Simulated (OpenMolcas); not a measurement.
Systems:
- [NiF6]4-, a model complex in vacuum: trigonal octahedron, bonds 50° from the threefold axis, Ni–F 1.94 Å; shape imposed, not necessarily the one it adopts

Method: state-averaged CASSCF on the open d shell with SC-NEVPT2, ANO basis sets as named, scalar-relativistic DKH2, RICD, in OpenMolcas. State energies are spin-free and vertical. Orbital splittings and repulsion parameters are fits to the integrals of the highest spin's CASSCF orbitals. J levels and χT include spin-orbit coupling (RASSI on CASSCF energies). Times are rough, from shared cores.

```tsv
case	ground state	first state of the same spin (cm⁻¹)	first state of another spin (cm⁻¹)	d-orbital splitting (cm⁻¹)	Racah B (cm⁻¹)	χT at 300 K (cm³ K/mol)	basis functions	relative time
ANO-RCC-VDZP	3A2g(1)	3Eg(1) 9110	1Eg(1) 15400	7460	1273	1.41	118	1
ANO-RCC-VTZP on Ni and ANO-RCC-VDZ on F	3A2g(1)	3Eg(1) 9200	1Eg(1) 15020	7380	1289	1.42	113	1
ANO-RCC-VTZP on Ni and ANO-RCC-VDZP on F	3A2g(1)	3Eg(1) 9150	1Eg(1) 14960	7400	1288	1.41	143	2
ANO-RCC-VQZP on Ni and ANO-RCC-VDZP on F	3A2g(1)	3Eg(1) 9080	1Eg(1) 14770	7370	1288	1.42	179	5
```

The minimal active space holds the metal's open shell only. The geometry is a model, so the numbers describe that model and not a measured compound. Gaps under about 300 cm⁻¹ between spin-free states are not resolved by the perturbation step. Anions stand alone here, with no counter-ions or solvent.
